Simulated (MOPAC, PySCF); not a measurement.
C₃H₉B, SMILES `CB(C)C`, neutral singlet in the gas phase. 

Cartesian coordinates (Å):
SMILES: CB(C)C
```xyz
13

C      1.3555     0.5944    -0.5235
B      0.0001    -0.0024     0.0007
C     -1.2437     0.9372     0.1984
C     -0.1114    -1.5352     0.3261
H      1.5276     0.2070    -1.5370
H      2.2072     0.2364     0.0640
H      1.3951     1.6839    -0.5766
H     -1.0034     1.7063     0.9429
H     -1.4483     1.4944    -0.7234
H     -2.1622     0.4371     0.5104
H     -0.2944    -1.6506     1.4027
H      0.7672    -2.1308     0.0723
H     -0.9893    -1.9777    -0.1571
```
Charge 0, spin multiplicity 1.

All levels are single points at this geometry (B3LYP-D3(BJ)/def2-TZVP); Pople sets use spherical d functions. Orbital energies aren't observables, and empty levels follow the basis.

PM7 in MOPAC gives HOMO (eV) = -10.81.

Q: Estimate the HOMO (eV) from each of these levels: B3LYP-D3(BJ)/def2-TZVP in PySCF; PBE-D3(BJ)/def2-TZVP in PySCF; B3LYP/6-31G* in PySCF; M06-2X/6-31G* in PySCF; HF/6-31G* in PySCF; HF/STO-3G in PySCF; PM3 in MOPAC; PM6 in MOPAC.

A: 
```json
[
 {"level": "B3LYP-D3(BJ)/def2-TZVP in PySCF", "HOMO (eV)": "-8.30"},
 {"level": "PBE-D3(BJ)/def2-TZVP in PySCF", "HOMO (eV)": "-7.10"},
 {"level": "B3LYP/6-31G* in PySCF", "HOMO (eV)": "-8.02"},
 {"level": "M06-2X/6-31G* in PySCF", "HOMO (eV)": "-9.60"},
 {"level": "HF/6-31G* in PySCF", "HOMO (eV)": "-11.84"},
 {"level": "HF/STO-3G in PySCF", "HOMO (eV)": "-10.70"},
 {"level": "PM3 in MOPAC", "HOMO (eV)": "-11.54"},
 {"level": "PM6 in MOPAC", "HOMO (eV)": "-10.60"}
]
```
